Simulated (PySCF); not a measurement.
A structure optimised at B3LYP-D3(BJ)/def2-SVP, used in a PySCF frequency run:

```
N
H 1 1.0203
C 1 1.4614 2 112.74
H 3 1.1011 1 109.47 2 178.09
H 3 1.1031 4 106.98 1 118.23
H 3 1.1066 4 107.96 5 115.98
Sn 1 2.0256 2 111.03 3 -135.45
Cl 7 2.3415 1 108.80 2 -50.01
Cl 7 2.3436 1 107.04 2 -169.59
Cl 7 2.3599 1 115.33 2 71.56
```

### Question
Write its SMILES and formula.

### Answer
C[NH][Sn]([Cl])([Cl])[Cl], CH4Cl3NSn

### Question
What are its rotational constants (standard atomic weights)?

### Answer
1.0774, 0.93706, 0.87242 GHz
